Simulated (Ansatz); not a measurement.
Coupled-cluster diagnostics for Sn(SiH3)H3 (SiSnH6), Ansatz.

Geometry of the singlet (PBE-D4/def2-TZVP):

```xyz
8

Sn    1.108   -0.560    0.154
Si   -1.172    0.593   -0.162
H    -2.237   -0.158    0.573
H    -1.531    0.638   -1.614
H    -1.121    1.992    0.363
H     1.042   -2.201   -0.359
H     1.583   -0.537    1.807
H     2.329    0.235   -0.762
```

In the def2 sets Sn takes a core potential; there is no spin–orbit coupling. Correlated methods freeze 9 core orbitals; core or outer-core shells of Sn are correlated, in sets that lack core-valence functions.

Problem. Estimate the CCSD(T) correlation energy, the shares of MP2 and (T), T1 and the reference's ⟨S²⟩ for: charge 0, singlet, own geometry in def2-TZVPP; charge 0, singlet, own geometry in def2-TZVPD; charge 1, doublet, vertical in def2-TZVPP; charge -1, doublet, vertical in def2-TZVPD; and the rough time on 4 threads of Arm Neoverse V2 on a shared host.

Solution. 
| state | basis | correlation (eV) | MP2 share (%) | (T) share (%) | T1 | ⟨S²⟩ (pure) | wall time | remarks |
| --- | --- | --- | --- | --- | --- | --- | --- | --- |
| charge 0, singlet, own geometry | def2-TZVPP | -14.240 | 90.4 | 2.7 | 0.013 | 0.00 (0.00) | 21 s | – |
| charge 0, singlet, own geometry | def2-TZVPD | -13.843 | 89.7 | 2.7 | 0.014 | 0.00 (0.00) | 13 s | – |
| charge 1, doublet, vertical | def2-TZVPP | -13.482 | 89.7 | 2.6 | 0.016 | 0.76 (0.75) | 4.3 min | – |
| charge -1, doublet, vertical | def2-TZVPD | -14.447 | 89.5 | 3.0 | 0.031 | 0.75 (0.75) | 74 s | HOMO above zero |
Customary marks for T1 are 0.02 (closed shells), 0.045 (open shells) and about 0.05 (3d metals). T1 exceeds 0.02 in 1 of 4 rows and 0.045 in 0; the higher it lies, the less the single-reference result can be trusted.
